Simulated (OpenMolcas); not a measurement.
Computed levels of 2s² 2p³ in ions with 7 electrons, in cm-1 above ⁴S°_3/2.

```
Program             : OpenMolcas
Method              : SS-RASPT2, IPEA 0.25 Eh, imaginary shift 0.1 Eh
Basis               : ANO-RCC-VQZP
Scalar Hamiltonian  : DKH2, point nucleus
Spin-orbit coupling : state interaction with AMFI integrals over the reference wave functions, term energies averaged over their components
```

Active space for each ion: 5 electrons in 9 orbitals (RAS2 2s 2p; RAS3 3d, at most 2 electrons); closed shells correlated by CASPT2: 1s.

```
  Level     O+   Ne3+
²D°_3/2  27190  41700
²D°_5/2  27200  41720
²P°_3/2  41030  63020
²P°_1/2  41030  63010
```

Question: Estimate ²D°_3/2, ²D°_5/2 for F2+ from its neighbours O+ and Ne3+.

Answer: ²D°_3/2 is another term, which grows about linearly with the charge: (27190 + 41700) / 2 = 34445. The calculation gives 34660, so the estimate is off by -0.6 %.
²D°_5/2 is another term, which grows about linearly with the charge: (27200 + 41720) / 2 = 34460. The calculation gives 34670, so the estimate is off by -0.6 %.

Active for correlation alone: 3d; no level in the range computed is led by a configuration that fills it, so any true level of that kind is missing. Levels of configurations outside the active space are missing.

° marks odd parity.
